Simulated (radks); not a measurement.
Q: The mean radii <r> (bohr) of the occupied orbitals of an atom or ion are listed with their occupations. Calculated with a radial shooting solver on a logarithmic mesh with Libxc functionals: non-relativistic Kohn-Sham, Slater X-alpha with alpha = 0.881, spin-polarised, spherical densities, point nucleus.

| orbital | occ. | <r> |
|---|---|---|
| 1s | 2 | 0.3254 |
| 2s | 2 | 1.731 |

Name the element and its charge. Open shells, if any, are filled with parallel spins first.

A: Z = 5, boron, charge +1: B+ in [He] 2s2. The 1s radius gives Z: for a bare nucleus <r> = 1.5/Z, 0.3 bohr for Z = 5, and screening makes it slightly larger (0.3254 here). The occupations add up to 4, and the charge is Z minus that.
